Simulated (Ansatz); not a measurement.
Energy needed to pull apart BAsH₂F (SMILES F[B][AsH2]), doublet, into free ground-state atoms, from the structure below (displaced at random from a GFN2-xTB minimum); no zero-point or spin–orbit terms; open-shell atoms are treated unrestricted, in their ground-state multiplicity.

```json
{"atom": "F1", "x (Å)": "0.0332", "y (Å)": "-1.4200", "z (Å)": "1.5771"}
{"atom": "B2", "x (Å)": "0.5794", "y (Å)": "-0.5189", "z (Å)": "0.8646"}
{"atom": "As3", "x (Å)": "-0.5795", "y (Å)": "0.7719", "z (Å)": "-0.1925"}
{"atom": "H4", "x (Å)": "-0.6236", "y (Å)": "-0.2463", "z (Å)": "-1.3161"}
{"atom": "H5", "x (Å)": "0.5590", "y (Å)": "1.4124", "z (Å)": "-0.9363"}
```

Ansatz 0.2.0; basis: def2-TZVPP; cores frozen in the correlated methods; orbitals are unrestricted. Filled d shells of the heavier atoms are correlated. The def2 sets are not built for correlating such inner shells, so the correlated values are less sure here.

```
      method  atomization energy (kJ/mol)
       SPW92                            ?
      PBE-D4                         1503
   r2SCAN-D4                         1484
     PBE0-D4                         1459
CAM-B3LYP-D4                         1473
     wB97M-V                         1450
          HF                         1017
         MP2                         1425
        CCSD                            ?
     CCSD(T)                         1400
```

(1) What does CCSD give? (To be estimated.)

(2) What does SPW92 give? (To be estimated.)

T1 diagnostic: at most 0.016. ⟨S²⟩ of the unrestricted Hartree–Fock references: 0.76 (a pure state has 0.75).

## Answers

(1) Computed: 1373 kJ/mol, which is about 27 kJ/mol less than CCSD(T)/def2-TZVPP.

(2) By the calculation: 1728 kJ/mol, which is about 328 kJ/mol more than CCSD(T)/def2-TZVPP.

In triple zeta the MP2 and coupled-cluster atomization energies are still short of their basis limit by a few kcal/mol a bond, whereas those of the functionals are nearly converged, so these differences are not deviations from converged CCSD(T).

For scale, one of the runs: CCSD(T)/def2-TZVPP forces, 138 basis functions (an equivalent command: `ansatz run in.yaml --threads 4`). Hardware: 4 CPU threads, shared host. Wall time 4 min; peak host memory 3.4 GiB.
